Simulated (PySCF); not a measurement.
Compound: C₃H₄FN₃.
Cartesian coordinates in Å at the GFN2-xTB level; atoms count from 1:
```
atom  x, y, z in Å
C1    -1.484   -0.076   -0.130
C2    -0.012    0.010   -0.006
N3     0.812   -1.024    0.297
N4     2.082   -0.629    0.336
N5     2.132    0.619    0.072
C6     0.885    1.056   -0.144
F7     0.601    2.317   -0.444
H8    -1.881    0.904   -0.380
H9    -1.763   -0.780   -0.913
H10   -1.930   -0.410    0.806
H11    0.564   -1.984    0.479
```

The closed-shell ground state was solved at several levels (PySCF, density fitting, gas phase, non-relativistic).

| level | basis functions | HOMO (eV) | LUMO (eV) | gap (eV) | dipole (D) |
| --- | --- | --- | --- | --- | --- |
| PBE0/pcSseg-1 | 139 | -7.35 | -0.29 | 7.06 | 5.36 |
| B3LYP/pcJ-1 | 229 | -7.11 | -0.53 | 6.58 | 5.32 |

Q: Estimate the row for CAM-B3LYP/def2-SVPD, a basis of 175 functions; the other rows only guide the guess.

A: HOMO -8.71 eV, LUMO 0.70 eV, gap 9.41 eV, dipole 5.44 D.

Q: Over all these levels, which gives the widest orbital gap and which the narrowest?

A: CAM-B3LYP/def2-SVPD (range-separated hybrid) has the widest, 9.41 eV, and B3LYP/pcJ-1 (global hybrid, 20 % exact exchange) the narrowest, 6.58 eV. Functional and basis both differ between the two, so the spread mixes both effects.

Q: How far do the dipole and the HOMO energy spread over the levels?

A: The dipole runs from 5.32 to 5.44 D (mean 5.38 D) and the HOMO from -8.71 to -7.11 eV.
